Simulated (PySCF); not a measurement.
## Tb(41+): ionisation energy

Tb(41+) [Ar] 3d6 (5D) → Tb(42+) [Ar] 3d5 (6S), as a difference of total energies. Calculation: PySCF 2.14, in an even-tempered Gaussian basis (18 s from 8 bohr⁻², ratio 2.5; 13 p from 10 bohr⁻², ratio 2.5; 8 d from 10 bohr⁻², ratio 2.5; 4 f from 41 bohr⁻², ratio 2.7; 3 g from 61 bohr⁻², ratio 2.7); the spin-free X2C one-electron Hamiltonian (Gaussian nucleus). Correlated levels: outer shells: [Ne] frozen; virtual orbitals above 40 to 60 times the deepest correlated orbital energy dropped. The calculations carry no spin-orbit coupling.

| method | ionisation energy (eV) |
| --- | --- |
| UHF | 3189.0 |
| LDA | 3191.0 |
| PBE | 3192.1 |
| PBE0 | 3191.9 |
| r2SCAN | 3192.3 |
| B97-3 | 3191.8 |
| M06 | 3189.3 |
| MP2 (outer shells) | 3190.2 |
| SCS-MP2 (outer shells) | 3190.5 |

Spin-orbit coupling is strong in these open shells (close to jj coupling). The scalar numbers leave it out and a first-order estimate fails, so it can dominate the gap to the real levels.

Breit and QED terms and the two-electron picture change are absent.

For comparison: 3189 ± 4 eV (theoretical estimate listed by NIST; NIST Atomic Spectra Database, ionization energies).
